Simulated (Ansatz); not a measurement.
Cost and result for the atomization energy of `[SiH3][O][Mg][Cl]` (7 atoms, 6 bonds).

Total charge 0; spin multiplicity 1. Correlated methods include outer-core shells of Mg, which these sets cover unevenly. The geometry is a stationary point of PBE0-D4/def2-TZVP. It is one conformer, not always the lowest. Program: Ansatz. All runs use 2 threads of a server CPU on a shared host. Times are those of one run each, without the atoms' runs, and a repeat can differ threefold. Electronic energies, without spin–orbit coupling; frozen cores. CCSD(T)/CBS adds CCSD(T) − MP2 in def2-TZVPP to the MP2 limit, and its time is that of the two runs behind it. T1 = 0.010. With those shells the extrapolation isn't a true limit. B3LYP takes the VWN-RPA correlation (the form of Gaussian; ORCA's B3LYP/G). HSE06 is the plane-wave form, built on full-range PBE exchange.

CCSD(T)/CBS is a level of theory with its own doubt, some kJ/mol a heavy atom from the limit and from the frozen cores, so smaller differences don't rank the functionals.

| level | functions | wall time |
| --- | --- | --- |
| LDA (SPW92)/def2-TZVPP | 189 | 1.9 s |
| BLYP-D4/def2-TZVPP | 189 | 3.6 s |
| CCSD(T)/def2-SVP | 83 | 4.9 s |
| PBE0-D4/def2-TZVPP | 189 | 5.5 s |
| BHLYP-D4/def2-TZVPP | 189 | 5.5 s |
| HSE06-D4/def2-TZVPP | 189 | 6 s |
| CAM-B3LYP-D4/def2-TZVPP | 189 | 6 s |
| B3LYP-D4/def2-TZVPP (with forces) | 189 | 7.5 s |
| B2PLYP/def2-TZVPP | 189 | 8.5 s |
| PBE-QIDH/def2-TZVPP | 189 | 9 s |
| MP2/def2-QZVPP | 350 | 25 s |
| CCSD(T)/def2-TZVPP | 189 | 2.2 min |
| CCSD(T)/CBS(def2) | – | 2.6 min |

Task: What atomization energy does each give, and how far from CCSD(T)/CBS? (Estimate.)

Result: Ansatz gave: 
```
                            level  atomization (kJ/mol)  difference from CCSD(T)/CBS  per bond
           LDA (SPW92)/def2-TZVPP                2453.2                        202.4      33.7
               BLYP-D4/def2-TZVPP                2183.9                        -66.9     -11.2
                 CCSD(T)/def2-SVP                2067.4                       -183.4     -30.6
               PBE0-D4/def2-TZVPP                2177.0                        -73.8     -12.3
              BHLYP-D4/def2-TZVPP                2157.6                        -93.2     -15.5
              HSE06-D4/def2-TZVPP                2177.8                        -73.0     -12.2
          CAM-B3LYP-D4/def2-TZVPP                2220.6                        -30.2      -5.0
B3LYP-D4/def2-TZVPP (with forces)                2198.4                        -52.4      -8.7
                B2PLYP/def2-TZVPP                2190.5                        -60.3     -10.1
              PBE-QIDH/def2-TZVPP                2193.9                        -56.9      -9.5
                   MP2/def2-QZVPP                2272.0                         21.2       3.5
               CCSD(T)/def2-TZVPP                2160.6                        -90.2     -15.0
                CCSD(T)/CBS(def2)                2250.8                          0.0       0.0
```

From PBE to PBE0 (25 % exact exchange), in def2-TZVPP and without D4, the atomization energy moves by −19.1 kJ/mol: exact exchange takes away binding that semilocal exchange gives to molecules. Leaving LDA and LC-ωPBE aside and taking each functional with its dispersion term where it has one, the values, not all of them listed here, spread over 86.8 kJ/mol, from revPBE-D4 to r2SCAN-D4. LDA lies +267.5 kJ/mol from PBE without D4, its usual overbinding. At CCSD(T), def2-SVP lies −183.4 kJ/mol from the extrapolated value and def2-TZVPP −90.2 kJ/mol: correlation converges slowly with the basis, and small sets miss more of it in the bonded molecule than in its fragments.
